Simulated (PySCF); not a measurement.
Geometry:
```
atom   x (Å)   y (Å)   z (Å)
 Si1  -1.582  -2.118  -0.706
  O2  -1.172  -1.468   0.721
 Si3  -0.584  -0.190   1.503
  O4  -1.360   1.145   1.046
 Si5  -2.029   1.964  -0.184
  O6   0.986  -0.022   1.160
 Si7   2.012  -0.114  -0.088
  P8   3.983   0.274   0.883
  H9  -0.921  -3.421  -0.713
 H10  -1.128  -1.277  -1.816
 H11  -3.041  -2.220  -0.683
 H12  -0.727  -0.379   2.922
 H13  -3.166   1.194  -0.694
 H14  -2.423   3.215   0.457
 H15  -1.035   2.167  -1.242
 H16   1.984  -1.467  -0.653
 H17   1.602   0.844  -1.125
 H18   4.699   0.227  -0.301
 H19   3.892   1.657   0.845
```

Theoretical values (PySCF): coordinates at the GFN2-xTB level, shieldings: GIAO PBE0/pcSseg-1. One conformer, no relativistic terms, rapidly exchanging positions averaged, gas phase.

δ = σ(ref) − σ, references computed at the same level: ¹H (σref 31.72), ²⁹Si (σref 349.16) vs TMS; ¹⁷O (σref 336.08) vs H2O; ³¹P (σref 318.38) vs H3PO4.

```json
{"atoms": "Si7", "nucleus": "²⁹Si", "count": "1", "δ (ppm)": "?"}
{"atoms": "H16/H17", "nucleus": "¹H", "count": "2", "δ (ppm)": "?"}
{"atoms": "H12", "nucleus": "¹H", "count": "1", "δ (ppm)": "3.99"}
{"atoms": "H18/H19", "nucleus": "¹H", "count": "2", "δ (ppm)": "?"}
{"atoms": "P8", "nucleus": "³¹P", "count": "1", "δ (ppm)": "-291.2"}
{"atoms": "H9/H10/H11/H13/H14/H15", "nucleus": "¹H", "count": "6", "δ (ppm)": "5.28"}
{"atoms": "Si3", "nucleus": "²⁹Si", "count": "1", "δ (ppm)": "-76.8"}
{"atoms": "Si1/Si5", "nucleus": "²⁹Si", "count": "2", "δ (ppm)": "-43.1"}
{"atoms": "O6", "nucleus": "¹⁷O", "count": "1", "δ (ppm)": "69.5"}
{"atoms": "O2/O4", "nucleus": "¹⁷O", "count": "2", "δ (ppm)": "51.9"}
```

Fill in the missing shifts.

Answers


- H16/H17: 5.86 ppm, hydrogen on a silicon bonded to O, P
- H18/H19: 1.17 ppm, hydrogen on a phosphorus bonded to Si
- Si7: -19.7 ppm, silicon bonded to O, P, 2 H

Experimental scales use liquid or dissolved standards, which lie at an offset from isolated H2O (liquid H2O: subtract about 36 ppm) and H3PO4.
